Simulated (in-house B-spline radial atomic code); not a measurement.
# Co6+: [Ne] 3s2 (3p1/2)2 (3p3/2)3 (3d3/2)1 (3d5/2)2 4s1 (an excited or competing configuration)

Level of theory: Dirac-Hartree-Fock, average of the jj configuration, Fermi nucleus of rms radius 3.7875 fm; calculated with an all-electron radial atomic-structure program (B-spline basis).

Z_r = [3n² - l(l+1)]/(2<r>); Z_e = n√(-2ε); the last column is Slater's effective charge. Values are occupation-weighted means over j.

```
shell  electrons   ε (eV)  <r> (bohr)    Z_r    Z_e  Slater
   1s          2  -7917.6     0.05616  26.71  24.12   26.70
   2s          2  -1103.5      0.2534  23.67  18.01   22.85
   2p          6  -960.67      0.2242  22.30  16.81   22.85
   3s          2  -245.69      0.7302  18.49  12.75   16.10
   3p          5  -201.93      0.7494  16.68  11.56   16.10
   3d          3  -138.35      0.7599  13.82   9.57    9.30
   4s          1  -83.471       1.759  13.65   9.91    8.50
```

The least bound orbital is 4s1/2 at -83.47 eV, and it is also the most diffuse (<r> = 1.759 bohr).

For the 1s electron the small component carries 0.945 % of the norm, the zero-frequency Breit interaction raises the level by 9.453 eV, self-energy by 4.692 eV, and vacuum polarisation lowers it by 0.4086 eV.
